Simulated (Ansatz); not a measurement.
Geometry optimisation, Ansatz, RKS BHLYP-D4/def2-SVP.

input.yaml

```yaml
crystal:
  periodic: [false, false, false]
  atoms:
    - { symbol: B, position_ang: [-0.0483, 0.999, -1.135] }
    - { symbol: O, position_ang: [1.1111, 0.3758, -0.6704] }
    - { symbol: Si, position_ang: [0.5452, -0.9707, 0.2388] }
    - { symbol: Te, position_ang: [-0.1427, -0.2157, 2.4877] }
    - { symbol: H, position_ang: [-0.5566, 0.7459, -2.2128] }
    - { symbol: H, position_ang: [-0.5817, 1.9326, -0.5157] }
    - { symbol: H, position_ang: [1.7344, -1.8913, 0.4485] }
    - { symbol: H, position_ang: [0.01037, -0.07176, -0.6671] }
    - { symbol: H, position_ang: [-1.5179, 0.6643, 1.7946] }
basis:
  gaussian: { orbitals: def2-SVP }
hamiltonian:
  xc: { name: BHLYP }
  dispersion: d4
relax:
  f_tol: 0.02
  max_steps: 50
```

Run as:

```bash
$ ansatz run input.yaml --threads 2 --pin off --max-ram 3072MiB --backend cpu --events-out ev --progress --plain --runs-dir out
```

Task: Where does it end, and by what steps?

Result: The run converged. The force dipped under the threshold on the way, but the program's further checks kept it going. After 25 steps the energy has fallen by 7.276 eV; H8 moved furthest, 2.08 Å. Parted: B1–H8, O2–H8.

```json
{"step": "0", "energy less start (eV)": "0.0000", "largest force component (eV/Å)": "5.734", "accepted": "yes"}
{"step": "1", "energy less start (eV)": "-1.4516", "largest force component (eV/Å)": "5.041", "accepted": "yes"}
{"step": "2", "energy less start (eV)": "-3.1756", "largest force component (eV/Å)": "4.292", "accepted": "yes"}
{"step": "3", "energy less start (eV)": "-4.6142", "largest force component (eV/Å)": "3.253", "accepted": "yes"}
{"step": "4", "energy less start (eV)": "-5.5850", "largest force component (eV/Å)": "2.125", "accepted": "yes"}
{"step": "5", "energy less start (eV)": "-6.1748", "largest force component (eV/Å)": "1.184", "accepted": "yes"}
{"step": "6", "energy less start (eV)": "-6.4707", "largest force component (eV/Å)": "0.852", "accepted": "yes"}
{"step": "7", "energy less start (eV)": "-6.6611", "largest force component (eV/Å)": "0.653", "accepted": "yes"}
{"step": "8", "energy less start (eV)": "-6.8052", "largest force component (eV/Å)": "0.692", "accepted": "yes"}
{"step": "9", "energy less start (eV)": "-6.9669", "largest force component (eV/Å)": "0.543", "accepted": "yes"}
{"step": "10", "energy less start (eV)": "-7.0612", "largest force component (eV/Å)": "0.566", "accepted": "yes"}
{"step": "11", "energy less start (eV)": "-7.1466", "largest force component (eV/Å)": "0.423", "accepted": "yes"}
{"step": "12", "energy less start (eV)": "-7.1302", "largest force component (eV/Å)": "1.374", "accepted": "no"}
{"step": "13", "energy less start (eV)": "-7.1804", "largest force component (eV/Å)": "0.275", "accepted": "yes"}
{"step": "14", "energy less start (eV)": "-7.2066", "largest force component (eV/Å)": "0.165", "accepted": "yes"}
{"step": "15", "energy less start (eV)": "-7.2190", "largest force component (eV/Å)": "0.681", "accepted": "yes"}
{"step": "16", "energy less start (eV)": "-7.2465", "largest force component (eV/Å)": "0.470", "accepted": "yes"}
{"step": "17", "energy less start (eV)": "-7.2686", "largest force component (eV/Å)": "0.283", "accepted": "yes"}
{"step": "18", "energy less start (eV)": "-7.2722", "largest force component (eV/Å)": "0.163", "accepted": "yes"}
{"step": "19", "energy less start (eV)": "-7.2746", "largest force component (eV/Å)": "0.054", "accepted": "yes"}
{"step": "20", "energy less start (eV)": "-7.2752", "largest force component (eV/Å)": "0.040", "accepted": "yes"}
{"step": "21", "energy less start (eV)": "-7.2757", "largest force component (eV/Å)": "0.059", "accepted": "yes"}
{"step": "22", "energy less start (eV)": "-7.2759", "largest force component (eV/Å)": "0.004", "accepted": "yes"}
{"step": "23", "energy less start (eV)": "-7.2761", "largest force component (eV/Å)": "0.031", "accepted": "yes"}
{"step": "24", "energy less start (eV)": "-7.2760", "largest force component (eV/Å)": "0.052", "accepted": "no"}
{"step": "25", "energy less start (eV)": "-7.2761", "largest force component (eV/Å)": "0.018", "accepted": "yes"}
```

```xyz
9
Properties=species:S:1:pos:R:3
B 0.148 1.369 -1.365
O 0.418 0.095 -1.044
Si 0.382 -0.940 0.255
Te 0.081 0.201 2.456
H 0.319 1.711 -2.503
H -0.257 2.135 -0.531
H 1.690 -1.613 0.331
H -0.712 -1.897 0.020
H -1.516 0.509 2.149
```

Whether the end is a true minimum wasn't checked by a vibrational analysis.

The run took 65 s on 2 threads of Arm Neoverse V2 (shared host), peak memory 0.22 GiB.
